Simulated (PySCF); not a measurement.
## Frontier orbitals and the lowest excitations

(HBe-mu-Br)2.
Geometry (PBE0-D3(BJ)/def2-SVP, Å), atoms numbered from 1 in this order:
```xyz
6
Be2Br2H2 angstrom
Be     0.6780   -0.3149   -1.1779
H      1.3089   -0.6224   -2.3155
Br    -0.3710    1.5210   -0.6192
Be    -0.6737    0.3169    1.1790
H     -1.3355    0.6102    2.3026
Br     0.3934   -1.5108    0.6310
```

Method: PySCF 2.14.0, density-fitted response routines, TDDFT B3LYP/def2-SVPD, vertical, gas phase, core orbitals frozen in the response. The B3LYP/def2-SVPD calculation is non-relativistic and has no spin–orbit coupling, an omission that weighs most on bromine.

Kohn–Sham orbitals with the atoms that hold most of them (Löwdin shares over 4%, at most four atoms; ? is withheld):

```tsv
orbital	ε (eV)	atoms
HOMO-3	-9.62	Br6 45%, Br3 45%, Be1 5%, Be4 5%
HOMO-2	-9.16	Br6 50%, Br3 50%
HOMO-1	-8.91	H2 26%, H5 26%, Be1 21%, Be4 20%
HOMO	-8.22	?
LUMO	?	?
LUMO+1	-1.06	Be4 26%, Be1 25%, Br3 20%, Br6 20%
LUMO+2	-0.29	Br3 26%, Br6 25%, Be1 22%, Be4 22%
```

(1) Which atoms hold the HOMO, and with what shares?

(2) Give the leading atoms of the LUMO.

(3) What is the LUMO energy, and the HOMO–LUMO gap?

## Answers

(1) H5 (bonded to Be) 23%; H2 (bonded to Be) 23%; Be4 (bonded to 2 Br and H) 17%; Be1 (bonded to 2 Br and H) 17%. By element: hydrogen 46%, beryllium 33%.

(2) Be1 (bonded to 2 Br and H) 33%; Be4 (bonded to 2 Br and H) 32%; Br3 (bonded to 2 Be) 12%; Br6 (bonded to 2 Be) 12%. By element: beryllium 64%, bromine 23%.

(3) ε(LUMO) = -1.23 eV; the gap is 7.00 eV (0.2572 hartree).

The HOMO–LUMO gap is 7.00 eV. Where does the response calculation put the lowest singlet, and from which orbitals?

S1 is at 5.96 eV (f = 0.036), 1.04 eV below the gap, made of HOMO→LUMO (96%). Without the coupling terms of the response equations the lowest excitation would equal the gap.

Give energy, strength and leading configuration of S1, S2, S3, S4 and S5, and follow the Löwdin shares of the leading atoms from the occupied to the empty orbital.

- S1 (5.96 eV, f 0.036), HOMO→LUMO (96%): H5 23% → at most 12%, H2 23% → at most 12%, Be1 17% → 33%, Be4 17% → 32%
- S2 (6.14 eV, f 0.0000), HOMO→LUMO+1 (94%): H5 23% → at most 9%, H2 23% → at most 9%, Be4 17% → 26%, Be1 17% → 25%
- S3 (6.86 eV, f 0.0001), HOMO-1→LUMO (94%): H2 26% → at most 12%, H5 26% → at most 12%, Be1 21% → 33%, Be4 20% → 32%
- S4 (6.91 eV, f 0.0000), HOMO-2→LUMO (97%): Br6 50% → 12%, Br3 50% → 12%, Be1 at most 1% → 33%, Be4 at most 1% → 32%
- S5 (7.00 eV, f 0.033), HOMO-1→LUMO+1 (96%): H2 26% → at most 9%, H5 26% → at most 9%, Be4 20% → 26%, Be1 21% → 25%

One conformer stands for the species.
